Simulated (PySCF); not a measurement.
A structure optimised at TPSSh-D3(BJ)/def2-SVP, used in a PySCF frequency run:

```
Ga
N 1 1.8265
H 2 1.0153 1 123.17
H 2 1.0157 3 111.00 1 166.07
N 1 1.8269 2 115.58 3 170.19
H 5 1.0154 1 123.07 2 171.01
H 5 1.0157 6 110.95 1 165.06
C 1 1.9673 2 122.26 3 -10.08
H 8 1.1010 1 111.20 2 29.74
H 8 1.1011 9 108.50 1 -122.34
H 8 1.1023 9 107.92 10 -116.69
```

Problem. Write its SMILES and formula.

Solution. [CH3][Ga]([NH2])[NH2], CH₇GaN₂

Problem. What are its rotational constants (standard atomic weights)?

Solution. 5.7783, 5.0513, 2.7433 GHz
